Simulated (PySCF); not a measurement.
## Computed spin Hamiltonian

C2H5O2Si (doublet state).
SMILES with atom numbers: `[CH3:1][O:2][SiH:3][CH:4]=[O:5]` (hydrogens: H6, H7, H8 on C1; H9 on Si3; H10 on C4)

Structure used (GFN2-xTB), in Å, numbered top down from 1:
```xyz
10
C2H5O2Si angstrom
C     -1.573    0.506    0.032
O     -0.878   -0.711    0.135
Si     0.668   -1.094   -0.080
C      1.902    0.156   -0.621
O      1.540    1.332   -0.819
H     -2.438    0.353   -0.616
H     -1.916    0.799    1.026
H     -0.941    1.291   -0.379
H      0.689   -2.502    0.212
H      2.956   -0.125   -0.765
```

The hyperfine couplings belong to this conformer and change with its torsions.

Theory: UKS B3LYP, pcH-1 on C H O Si, non-relativistic, mean-field spin-orbit, GIAO in PySCF 2.14.0. The structure is a single GFN2-xTB conformer in the gas phase; no vibrational or solvent corrections. A GFN2-xTB geometry isn't a minimum of the functional, and hyperfine couplings can be far from their values at a DFT geometry, by a factor of two or more for some ions and for spin on atoms past the first row. The SCF solution wasn't tested for stability.

- g1, g2, g3: 2.00201, 2.00460, 2.00482
- g_iso: 2.00381
- Form of g: close to axial: the two nearest values differ by 8 % of g3 − g1
- ⟨S²⟩: 0.7581 (exact 0.7500)
- α and β electrons: 24, 23
- HOMO–LUMO gap, α and β orbitals: 4.38, 3.91 eV

Hyperfine couplings atom by atom, in MHz; T1 to T3 are the principal values of the dipolar part:

```csv
atom,isotope,a_iso,of which spin–orbit,T1,T2,T3,Mulliken spin population
C1,13C,-2.7,0.0,-0.6,-0.4,1.0,-0.01
O2,17O,-15.3,0.0,-32.1,15.6,16.5,0.06
Si3,29Si,-95.1,0.9,-120.0,58.9,61.1,0.63
C4,13C,-24.1,-0.1,-7.5,-0.3,7.8,0.06
O5,17O,-23.3,-0.1,-99.6,48.5,51.1,0.29
H6,1H,5.8,0.0,-1.6,-1.3,2.9,0.00
H7,1H,8.2,0.0,-1.7,-1.3,2.9,0.01
H8,1H,0.1,0.0,-2.7,-0.5,3.2,0.00
H9,1H,-34.0,0.0,-8.6,2.0,6.7,-0.03
H10,1H,-15.4,0.0,-3.6,-1.8,5.4,-0.01
```

The Mulliken spin populations are largest on Si3 (+0.63), O5 (+0.29) and O2 (+0.06). The angles at Si3 add up to 360.0°, so it is planar; its axial dipolar tensor and the negative coupling of its proton fit spin in a p orbital normal to that plane.

Axes: g3 points within 1° of the Si3–C4 bond.

Under fast tumbling the dipolar parts average out, and these isotropic splittings remain: 1 × 1H (H9, I = 1/2, 2 lines) with 1.21 mT, 1 × 1H (H10, I = 1/2, 2 lines) with 0.55 mT and 3 × 1H (H6/H7/H8, I = 1/2, 4 lines) with 0.17 mT.

Means are taken over nuclei equivalent by connectivity, which assumes that they swap fast. The three 1H nuclei of mean +4.7 MHz run from 0.1 to 8.2 MHz in the frozen geometry.

The 13C coupling of C4 (-24.1 MHz) shows only in satellite lines or after enrichment, since that isotope makes up about 1.07 % of natural carbon.

The 29Si coupling of Si3 (-95.1 MHz) shows only in satellite lines or after enrichment, since that isotope makes up about 4.7 % of natural silicon.
